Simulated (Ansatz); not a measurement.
`NCS[SiH3]` and `C=NCS[SiH3]` differ in one atom or group.

Ansatz, PBE0-D4/def2-TZVP geometries, multiplicity 1. Each molecule was computed in one conformer, which needn't be the lowest.

```
                               property  `NCS[SiH3]`
     HOMO energy (PBE0/def2-TZVPP) / eV        -6.85
   HOMO–LUMO gap (PBE0/def2-TZVPP) / eV         7.04
  LUMO energy (ωB97M-V/def2-TZVPP) / eV         1.88
  HOMO energy (ωB97M-V/def2-TZVPP) / eV        -9.06
  HOMO–LUMO gap (B3LYP/def2-TZVPP) / eV         6.59
HOMO–LUMO gap (ωB97M-V/def2-TZVPP) / eV        10.94
```

**Question.** Give the same properties after the change, and the shifts. (Estimate.)

**Answer.** The calculation gave: 
```json
{"property": "HOMO energy (PBE0/def2-TZVPP) / eV", "`C=NCS[SiH3]`": "-6.96", "shift": "-0.11"}
{"property": "HOMO–LUMO gap (PBE0/def2-TZVPP) / eV", "`C=NCS[SiH3]`": "6.04", "shift": "-1.00"}
{"property": "LUMO energy (ωB97M-V/def2-TZVPP) / eV", "`C=NCS[SiH3]`": "1.29", "shift": "-0.59"}
{"property": "HOMO energy (ωB97M-V/def2-TZVPP) / eV", "`C=NCS[SiH3]`": "-9.15", "shift": "-0.09"}
{"property": "HOMO–LUMO gap (B3LYP/def2-TZVPP) / eV", "`C=NCS[SiH3]`": "5.55", "shift": "-1.04"}
{"property": "HOMO–LUMO gap (ωB97M-V/def2-TZVPP) / eV", "`C=NCS[SiH3]`": "10.43", "shift": "-0.51"}
```

With PBE0 the HOMO falls by 0.11 eV and the LUMO falls by 1.12 eV, so the gap narrows by about 1.01 eV. PBE moves the HOMO by -0.17 eV and ωB97M-V by -0.09 eV. The zero-point energy changes by 12.0 kJ/mol with +3 modes.

B3LYP here is the variant with VWN-RPA as its local correlation; programs differ in this.
